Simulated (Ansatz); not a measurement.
TaSi6⁺, relaxed as a singlet with RKS PBE-D4/def2-SVP in Ansatz, starting from the GFN1-xTB geometry. Force threshold 0.02 eV/Å.

In the def2 sets Ta takes a core potential; there is no spin–orbit coupling. The restricted singlet is unstable towards broken spin symmetry at other levels; at PBE-D4/def2-SVP this wasn't settled. The relaxation made no stability test and no search for a lower SCF solution. No other spin state of charge 1 was run. Another isomer (singlet) lies 0.92 eV lower at PBE0-D4/def2-TZVP; other spin states weren't run for this one.

Start:

```xyz
7

Ta   -0.4594    1.5941   -0.1865
Si    0.0020    0.1009   -2.1886
Si    1.9611    0.9593    0.2531
Si    0.3608   -0.5012    1.5787
Si   -1.9536    0.2873    1.4541
Si    1.2650   -1.2564   -0.5702
Si   -1.1758   -1.1840   -0.3405
```

Estimate the energy that the relaxation releases and the steps that it takes.

0.90 eV, in 10 steps; 23 s on 4 threads of Arm Neoverse V2 on a shared host. No frequencies were taken in this run, so the end may be a saddle point.

Does the start keep its bonding?

Bonds formed: Si2–Si3 (atoms count from 1).

Predict the relaxed structure.


Cartesian coordinates in Å:
```
Ta -0.497 1.390 -0.091
Si 0.368 0.259 -2.143
Si 1.961 0.961 -0.146
Si 0.373 -0.384 1.678
Si -1.998 0.156 1.542
Si 1.091 -1.264 -0.428
Si -1.298 -1.118 -0.413
```
Bond lengths: 7 × Si–Si 2.39 to 2.65 Å; 6 × Si–Ta 2.50 to 3.11 Å.
